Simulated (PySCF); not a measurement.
Atom-mapped SMILES (the numbers label the heavy atoms): `[BH2:1][N:2]([BH2:3])[CH:4]1[CH2:5][CH2:6][CH2:7]1`. Hydrogens are named by the atom that carries them. Ha(C5), Ha(C6), Ha(C7) are cis to N2 on the ring; Hb(C5), Hb(C6), Hb(C7) are trans to N2 on the ring.

Isolated molecule, non-relativistic, fast rotation and ring inversion assumed for equivalent nuclei, a single conformation. B3LYP/pcJ-1 coupling constants (spin–dipole term only in couplings to heteroatoms); coordinates at the PBE0-D3(BJ)/def2-SVP level; shieldings: GIAO PBE0/pcSseg-1; PySCF 2.14.0 with density-fitted response routines.

Question: Predict the 2D correlation tables (HSQC, COSY, HMBC).

Answer: 

HSQC (one-bond C–H):
```csv
δH,δC,"¹J(C,H) (Hz)"
4.08 (H(C4)),57.5 (C4),147
2.45 (Hb(C5)/Hb(C7)),35.2 (C5/C7),148
1.71 (Ha(C5)/Ha(C7)),35.2 (C5/C7),138
1.67 (Ha(C6)),16.0 (C6),147
1.66 (Hb(C6)),16.0 (C6),139
```

COSY cross peaks (|J| ≥ 2 Hz):
```csv
δH,δH,abs. J (Hz),bonds
4.08 (H(C4)),2.45 (Hb(C5)/Hb(C7)),8.4,3
4.08 (H(C4)),1.71 (Ha(C5)/Ha(C7)),10.2,3
2.45 (Hb(C5)/Hb(C7)),1.71 (Ha(C5)/Ha(C7)),12.1,2
2.45 (Hb(C5)/Hb(C7)),1.66 (Hb(C6)),8.7,3
1.71 (Ha(C5)/Ha(C7)),1.67 (Ha(C6)),10.5,3
1.71 (Ha(C5)/Ha(C7)),1.66 (Hb(C6)),12.2,3
1.67 (Ha(C6)),1.66 (Hb(C6)),12.3,2
```

HMBC (two and three bonds, |J| ≥ 2.5 Hz):
```csv
δH,δC [abs. J in Hz]
5.64 (H(B1)/H(B3)),57.5 (C4) [7.0]
4.08 (H(C4)),35.2 (C5/C7) [2.7]
2.45 (Hb(C5)/Hb(C7)),"57.5 (C4) [3.0], 35.2 (C5/C7) [13.4]"
1.71 (Ha(C5)/Ha(C7)),"57.5 (C4) [5.8], 16.0 (C6) [4.4]"
1.67 (Ha(C6)),"57.5 (C4) [16.0], 35.2 (C5/C7) [2.6]"
1.66 (Hb(C6)),35.2 (C5/C7) [3.8]
```

Scale: ¹H and ¹³C against TMS (reference shieldings calculated alike).

Short H···H contacts in this conformer between protons four or more bonds apart (candidates for NOE cross peaks, intensity ∝ r⁻⁶): H(B3)···Ha(C7) 2.60 Å, H(B1)···Hb(C5) 2.66 Å, H(C4)···Hb(C6) 2.70 Å.

Hydrogens on boron are broadened and split by ¹¹B (spin 3/2, 80 %) and 10B (spin 3). Unscaled 3J(H,H) at this level run about 10 % above measured values. Shifts are as computed. Against solution values, carbons near 30 ppm lie about +2 ppm off and those near 130 ppm about +5 ppm. Of 1313 compounds with measured shifts, 239 miss one by over three times the rms of a fit or turn the order of signals round; such compounds aren't used in these exercises. Only one conformer was computed, so three-bond couplings in flexible chains and rings are approximate.
